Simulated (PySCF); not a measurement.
## Calculated data, BFH

Computed with PySCF 2.14.0. Calculation on a computer-drawn molecule: vertical ionisation energy to the stated ion spin, frozen-core CCSD(T) at the basis limit and cheaper methods, single-reference cases, UHF for radicals, no spin-orbit; all values are single points at the evaluated structure, the first of each entry, which is the reference or a displaced copy of it and isn't optimised; the reference structure only sets the zero of the energies above reference; triples share is (T) over the correlation energy.

```xyz
3
formula=BFH charge=1 multiplicity=1 ion_multiplicity=2 diffuse_functions=no basis=cc-pVnZ reference_is=the_Hartree-Fock_double-zeta_minimum best_is=HF_at_quadruple_zeta_+_MP2_correlation_extrapolated_from_triple_and_quadruple_zeta_+_CCSD(T)_minus_MP2_at_triple_zeta basis_step_is=the_size_of_the_change_from_the_same_recipe_one_zeta_lower ionisation_energy_best=26.23 ionisation_energy_basis_step=0.002506 energy_above_reference_best=0.2221 energy_above_reference_basis_step=0.1388 ionisation_energy_Koopmans_at_triple_zeta=26.53 ionisation_energy_EOM_CCSD_at_triple_zeta=26.37 total_energy_HF_triple_zeta=-124.4559 total_energy_CCSD(T)_triple_zeta=-124.7943 total_energy_best=-124.8516 T1_diagnostic_at_triple_zeta=0.01686 D1_diagnostic_at_triple_zeta=0.03624 ion_T1_diagnostic_at_triple_zeta=0.02817 ion_D1_diagnostic_at_triple_zeta=0.06476 ion_spin_squared_at_triple_zeta=0.7523 triples_share_at_triple_zeta=0.03016 basis_functions_triple_zeta=74
B     -1.2125     2.9517    -2.4243
F     -2.0310     2.0375    -2.4135
H     -0.4061     3.8160    -2.4631
```

Units: ionisation_energy_best, ionisation_energy_basis_step, ionisation_energy_Koopmans_at_triple_zeta, ionisation_energy_EOM_CCSD_at_triple_zeta in eV; energy_above_reference_best, energy_above_reference_basis_step in kcal/mol; total_energy_HF_triple_zeta, total_energy_CCSD(T)_triple_zeta, total_energy_best in hartree.

Reference structure:
```xyz
3
BFH
B     -1.2105     2.9413    -2.4325
F     -2.0317     2.0476    -2.4137
H     -0.4154     3.8066    -2.4507
```

Drawn bonds:
```tsv
atom	other atom	order
1	2	1
1	3	1
```

Triple zeta:
```tsv
method	ionisation energy (eV)	energy above reference (kcal/mol)
HF	25.43	0.5601
PBE	25.82	-0.0564
r2SCAN	25.96	0.1465
B3LYP	26.29	0.1826
wB97X	26.25	0.1257
MP2	25.92	0.1142
CCSD	26.19	0.1924
CCSD(T)	26.13	0.1111
```
